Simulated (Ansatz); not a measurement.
Basis sets compared for the cluster Li₁₄. Total charge 0; singlet. Geometry B3LYP/def2-SVP. Ansatz on 4 threads of Arm Neoverse V1 on a shared host; times are rough, and most runs start from earlier orbitals.

```xyz
14

Li    2.947   -1.630   -0.146
Li    0.677   -0.139   -1.520
Li    0.534    2.457   -0.797
Li   -4.236    0.578   -0.171
Li    1.693    0.523    1.220
Li    0.976    1.822   -3.739
Li    3.213    1.285   -1.464
Li   -2.035   -1.351   -1.007
Li    0.166   -1.886    1.005
Li    2.489   -1.839    2.992
Li   -2.876   -1.534    1.862
Li   -0.289   -0.323    3.336
Li   -1.382    0.658    0.674
Li   -1.877    1.380   -2.246
```

B3LYP takes the VWN-RPA correlation. The restricted singlet is unstable towards broken spin symmetry in Hartree–Fock (as tested in another run); at PBE/def2-SVP, PBE/def2-TZVP, PBE/def2-TZVPD, r2SCAN/def2-TZVP and others this wasn't settled. The structure comes from a short search, and lower isomers may exist.

Binding counts from free atoms (Li doublet) in the same basis, without a counterpoise term.

```csv
level,functions,energy (Eh),HOMO (eV),LUMO (eV),binding per atom (eV),wall time
PBE/def2-SVP,126,-104.9164,-2.99,-2.22,1.09,3.2 s
PBE/def2-TZVP,196,-105.0067,-3.03,-2.24,1.05,3.5 s
r2SCAN/def2-TZVP (with forces),196,-105.2319,-3.04,-2.15,1.01,9 s
B3LYP/6-31G,126,-105.3464,-3.17,-1.70,0.92,4.8 s
B3LYP/def2-TZVP,196,-105.3728,-3.21,-1.75,0.92,4.1 s
PBE0/def2-SVP,126,-104.9670,-3.36,-1.75,1.04,6 s
PBE0/def2-TZVP,196,-105.0569,-3.41,-1.78,1.01,4.6 s
```

Q: Estimate the rows for PBE/def2-TZVPD, r2SCAN/def2-TZVPD, PBE0/def2-TZVPD.

A: 
| level | functions | energy (Eh) | HOMO (eV) | LUMO (eV) | binding per atom (eV) | wall time |
| --- | --- | --- | --- | --- | --- | --- |
| PBE/def2-TZVPD | 238 | -105.0081 | -3.03 | -2.24 | 1.05 | 6.5 s |
| r2SCAN/def2-TZVPD | 238 | -105.2334 | -3.03 | -2.14 | 1.01 | 13 s |
| PBE0/def2-TZVPD | 238 | -105.0583 | -3.41 | -1.78 | 1.01 | 8.5 s |
